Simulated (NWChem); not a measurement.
Molecule: GeNH₄F; SMILES [GeH2]([F])[NH2]

```xyz
7

Ge     0.2913    -0.0838    -0.0235
N     -0.8512     1.3318    -0.1133
F     -0.6246    -1.5211     0.3897
H      1.3016     0.1047     1.1311
H      0.9077    -0.3744    -1.4111
H     -1.0622     1.7269    -1.0200
H     -0.8102     2.0337     0.6135
```
Atoms are numbered in this order, from 1.

Coordinates come from a B3LYP/6-31G* (spherical d) optimisation.

**Question.** Give the principal values of the shielding tensors (ppm) of Ge1, N2, F3 from PBE/pcSseg-1, GIAO (NWChem), with their diamagnetic and paramagnetic parts as GIAO splits them.

**Answer.** 
```json
[
 {"atom": "Ge1", "σ11": "1110.2", "σ22": "1272.5", "σ33": "1398.1", "isotropic": "1260.3", "diamagnetic": "2757.5", "paramagnetic": "-1497.2"},
 {"atom": "N2", "σ11": "191.0", "σ22": "218.2", "σ33": "265.8", "isotropic": "225.0", "diamagnetic": "319.9", "paramagnetic": "-94.9"},
 {"atom": "F3", "σ11": "245.6", "σ22": "335.8", "σ33": "391.6", "isotropic": "324.3", "diamagnetic": "478.9", "paramagnetic": "-154.5"}
]
```
